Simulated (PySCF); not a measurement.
Vertical excitation energies

C5H11NSi.
Geometry (GFN2-xTB, Å), atoms numbered from 1 in this order:
```xyz
18
C5H11NSi angstrom
C     -1.7928    1.9536   -0.3259
C     -1.5090    0.6780   -0.4664
Si    -1.8569   -1.0383   -1.0806
C     -0.5031   -0.3161    0.0544
N      0.8255   -0.2449   -0.4969
C      1.5448   -1.4808   -0.2850
C      1.5662    0.8977   -0.0034
H     -1.1975    2.6203    0.2849
H     -2.6391    2.4063   -0.8209
H     -1.4557   -1.3917   -2.4277
H     -2.9427   -1.7928   -0.4757
H     -0.5286   -0.4629    1.1438
H      2.5155   -1.4205   -0.7770
H      0.9770   -2.3001   -0.7252
H      1.7060   -1.7029    0.7830
H      2.5374    0.9335   -0.4974
H      1.0176    1.8046   -0.2476
H      1.7266    0.8632    1.0869
```

Computed, not measured: TDDFT CAM-B3LYP/def2-SVPD, vertical, gas phase, core orbitals frozen in the response in PySCF.

```tsv
state	E (eV)	λ (nm)	f	|μ| (D)	main configurations (H = HOMO, L = LUMO)
S1	4.71	263.5	0.0022	0.35	H→L (82%), H-1→L (12%)
S2	5.52	224.7	0.067	1.79	H→L+1 (74%), H-1→L (11%), H→L (9%)
S3	5.78	214.4	0.022	0.99	H-1→L (61%), H→L+1 (19%)
S4	6.00	206.5	0.0039	0.42	H-3→L (79%), H-1→L (10%)
S5	6.37	194.8	0.026	1.04	H→L+2 (73%)
S6	6.57	188.8	0.027	1.05	H→L+4 (38%), H-1→L+1 (25%), H→L+5 (12%)
S7	6.71	184.7	0.0086	0.58	H→L+3 (67%)
S8	6.81	182.1	0.219	2.91	H-2→L (43%), H→L+4 (18%), H-1→L+1 (17%)
```

Triplets, Tamm–Dancoff:

| state | E (eV) | λ (nm) | main configurations (H = HOMO, L = LUMO) |
| --- | --- | --- | --- |
| T1 | 4.13 | 300.1 | H-2→L (78%) |
| T2 | 4.34 | 285.6 | H→L (66%), H-1→L (20%) |
| T3 | 4.82 | 257.5 | H→L+1 (62%), H-1→L+1 (23%) |

The lowest singlet comes at 264 nm (454 kJ/mol) in the ultraviolet; it is very weak; its leading configuration is HOMO→LUMO (82%). The most intense listed level is S8 at 6.81 eV (182 nm, f = 0.219), 2.11 eV above S1. It is the last of those listed, so stronger ones may follow. Löwdin shares by element: HOMO nitrogen 46%, carbon 17% or more, silicon 8% (atoms not listed hold the other 29%); LUMO carbon 59% or more, silicon 13% (atoms not listed hold the other 28%). The oscillator strengths of these states sum to 0.375; summed over the whole spectrum of an exact calculation they would give the number of electrons, 62 (Thomas–Reiche–Kuhn). The listed states span 2.11 eV, and the widest gap between neighbours is 0.81 eV (S1 to S2). Of the 8 states listed, 5 reach f = 0.01 and none stays under 0.0005. Only the lowest 8 singlets were computed, as vertical energies without vibronic structure.

Hardware: Arm Neoverse N1, one thread, no GPU, on a shared host. Cost: 1.7 min wall, 0.99 GiB resident at most.

One conformer stands for the species.
